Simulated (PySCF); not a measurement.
4-methyl-2H-pyrrole (C5H7N), SMILES CC1=CCN=C1.

Geometry: B3LYP-D3(BJ)/def2-SVP. Other conformers were not sampled.

Level of theory: PySCF with PBE/def2-TZVP.

Gas-phase values at a fixed geometry.

Computed frontier levels, gap, dipole moment and polarisability:
```json
{
  "highest_occupied_level": "-6.00 eV",
  "lowest_empty_level": "-1.84 eV",
  "orbital_gap": "4.17 eV",
  "dipole_moment": "2.27 D",
  "quadrupole, principal values (traceless, Buckingham form, about the centre of nuclear charge)": "-6.73, -1.15, 7.88 D·Å",
  "mean_static_polarisability": "64.7 bohr³ (9.58 Å³)",
  "polarisability_principal_values": "44.8, 66.2, 82.9 bohr³"
}
```
